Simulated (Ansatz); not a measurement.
Start from `N[SiH2]C[TeH]` and change one atom or group to get `N[SiH2]CCF`.

Ansatz, PBE0-D4/def2-TZVP geometries, multiplicity 1. Each molecule was computed in one conformer, which needn't be the lowest.

Elements past krypton have def2 core potentials.  Spin–orbit coupling is left out; it splits and shifts lone-pair levels of the heavy atoms by tenths of an eV.

```tsv
property	`N[SiH2]C[TeH]`
HOMO–LUMO gap (ωB97M-V/def2-TZVPP) / eV	9.33
size of the dipole moment (ωB97M-V/def2-TZVPP) / D	2.29
LUMO energy (B3LYP/def2-TZVPP) / eV	-0.81
HOMO–LUMO gap (PBE/def2-TZVPP) / eV	3.60
HOMO energy (PBE0/def2-TZVPP) / eV	-6.04
LUMO energy (ωB97M-V/def2-TZVPP) / eV	1.17
```

(1) What does the change do to each property? (An estimate is asked.)

Results:

(1) Computed: 
```
                                          property  `N[SiH2]CCF`  shift
           HOMO–LUMO gap (ωB97M-V/def2-TZVPP) / eV         11.76   2.43
size of the dipole moment (ωB97M-V/def2-TZVPP) / D          2.55   0.26
               LUMO energy (B3LYP/def2-TZVPP) / eV          0.09   0.90
               HOMO–LUMO gap (PBE/def2-TZVPP) / eV          5.63   2.03
                HOMO energy (PBE0/def2-TZVPP) / eV         -7.51  -1.47
             LUMO energy (ωB97M-V/def2-TZVPP) / eV          1.88   0.71
```

With PBE0 the HOMO falls by 1.47 eV and the LUMO rises by 0.95 eV, so the gap widens by about 2.42 eV. PBE moves the HOMO by -1.09 eV and ωB97M-V by -1.72 eV. Dipoles are sizes alone; their direction can turn.

Positive LUMOs are unbound, so they and the gaps depend on the basis.

B3LYP here is the variant with VWN-RPA as its local correlation; programs differ in this.
